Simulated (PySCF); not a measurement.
# Löwdin shares of the frontier orbitals

C₃H₁₁PSi₂.
Numbering: `[CH3:1][C@@H:2]1[CH2:3][SiH2:4][PH:5][SiH2:6]1` (hydrogens: H7, H8, H9 on C1; H10 on C2; H11, H12 on C3; H13, H14 on Si4; H15 on P5; H16, H17 on Si6)

Theory: TDDFT CAM-B3LYP/def2-SVPD, vertical, gas phase, core orbitals frozen in the response (PySCF 2.14.0, density-fitted response routines). One conformer (not necessarily the lowest) at the PBE0-D3(BJ)/def2-SVP geometry, without solvent, vibrations or thermal averaging.

Frontier orbitals with the atoms that hold most of them (Löwdin shares over 4%, at most four atoms; ? is withheld):

```csv
orbital,ε (eV),atoms
HOMO-3,-10.34,"C3 18%, Si4 17%, C2 12%, H14 11%"
HOMO-2,-9.55,"Si6 19%, C2 16%, C3 13%, Si4 12%"
HOMO-1,-9.38,"P5 37%, Si4 16%, Si6 16%, C2 8%"
HOMO,?,?
LUMO,0.66,?
LUMO+1,1.14,"Si6 18%, P5 17%, Si4 14%, H15 10%"
LUMO+2,1.25,"P5 22%, Si4 20%, Si6 18%, H14 7%"
```

(1) Give the leading atoms of the HOMO.

(2) Give the leading atoms of the LUMO.

(3) What is the HOMO energy, and the HOMO–LUMO gap?

Results:

(1) P5 (bonded to 2 Si and H) 60%; Si6 (bonded to C, P and 2 H) 9%; Si4 (bonded to C, P and 2 H) 9%; C2 (bonded to 2 C, Si and H) 7%. By element: phosphorus 60%, silicon 18%, carbon 7% or more.

(2) Si4 (bonded to C, P and 2 H) 20%; P5 (bonded to 2 Si and H) 18%; Si6 (bonded to C, P and 2 H) 16%; H15 (bonded to P) 6%. By element: silicon 36%, phosphorus 18%, hydrogen 6% or more.

(3) ε(HOMO) = -8.46 eV; the gap is 9.11 eV (0.3349 hartree).

How does S1 compare with the orbital gap of 9.11 eV?

S1 is at 5.81 eV (f = 0.0035), 3.30 eV below the gap, made of HOMO→LUMO (82%), HOMO→LUMO+3 (10%). 

One configuration dominates each of S1 and S2. Which, and how do the shares of the two leading atoms of either orbital change from the occupied to the empty one?

- S1 (5.81 eV, f 0.0035), HOMO→LUMO (82%): P5 60% → 18%, Si6 9% → 16%, Si4 9% → 20%
- S2 (6.50 eV, f 0.034), HOMO→LUMO+1 (76%): P5 60% → 17%, Si6 9% → 18%

Löwdin shares depend on the basis, the more so with diffuse functions.
